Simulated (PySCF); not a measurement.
C3H8OSn. Atoms are numbered in the order given.

```xyz
13

Sn    -0.0215    -0.3857     0.1688
C      1.9133     0.2478    -0.4341
C      2.8273     0.6595     0.4487
O     -1.2764     0.9147    -0.6768
C     -2.6540     0.7655    -0.5361
H     -0.1799    -0.2632     1.8768
H     -0.4746    -1.9376    -0.4160
H      2.1629     0.2362    -1.5014
H      3.8261     0.9870     0.1359
H      2.6284     0.6968     1.5261
H     -3.0024     0.8700     0.5126
H     -3.0332    -0.2090    -0.9095
H     -3.1611     1.5523    -1.1221
```

Geometry: PBE0-D3(BJ)/def2-SVP. The def2 effective core potentials stand for the cores of Sn; spin–orbit coupling is left out. One conformer was computed; it need not be the lowest.

Method: CAM-B3LYP/def2-TZVP run with PySCF.

Gas-phase values at a fixed geometry.

Computed frontier levels, gap, dipole moment and polarisability:
```json
{
 "highest_occupied_level": "-8.76 eV",
 "lowest_empty_level": "0.28 eV",
 "orbital_gap": "9.04 eV",
 "dipole_moment": "1.55 D",
 "quadrupole, principal values (traceless, Buckingham form, about the centre of nuclear charge)": "-6.42, -0.08, 6.50 D·Å",
 "mean_static_polarisability": "79.1 bohr³ (11.72 Å³)",
 "polarisability_principal_values": "65.4, 70.3, 101.6 bohr³"
}
```
